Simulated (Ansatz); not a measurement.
Born–Oppenheimer molecular dynamics of ClF$_{2}$HHfO (6 atoms, charge 0, multiplicity 1). It starts from a relaxed structure.

The calculation used RKS B3LYP/def2-SVP in Ansatz.

* ensemble: NVT, Nosé–Hoover chain
* time step: 0.5 fs
* steps asked: 300
* set temperature: 1000 K
* thermostat: time constant 100 fs, chain length 3 (defaults)
* masses: H 3.016 u
* seed: 412586

First frame:

```xyz
6
Properties=species:S:1:pos:R:3
Hf -0.056 -0.087 0.037
Cl 0.017 -0.016 2.408
F 1.711 0.121 -0.671
O -1.176 1.303 -0.638
H -1.738 1.993 -0.996
F -0.732 -1.783 -0.539
```

Question: How far do the bonds stretch over the last three quarters of this one trajectory? (Pairs bonded in most of those frames.)

Answer: 
```json
{"bond": "Hf1–Cl2", "mean (Å)": "2.381", "spread (Å)": "0.009", "shortest": "2.35", "longest": "2.39"}
{"bond": "Hf1–F3", "mean (Å)": "1.914", "spread (Å)": "0.039", "shortest": "1.86", "longest": "1.98"}
{"bond": "Hf1–O4", "mean (Å)": "1.926", "spread (Å)": "0.035", "shortest": "1.86", "longest": "2.00"}
{"bond": "Hf1–F6", "mean (Å)": "1.934", "spread (Å)": "0.056", "shortest": "1.84", "longest": "2.01"}
{"bond": "O4–H5", "mean (Å)": "0.971", "spread (Å)": "0.045", "shortest": "0.90", "longest": "1.04"}
```

Mean temperature of the second half: 786 K. The conserved energy stayed within 0.36 meV per atom of its start (net change 0.29 meV per atom), so the integration is sound. The mean temperature of the second half is 21 % below the set value. A run of 0.15 ps of so small a system gives no equilibrium averages.

Time of the run: 23 min on 1 thread of Arm Neoverse V2, on a shared host, peak memory 0.2 GiB.
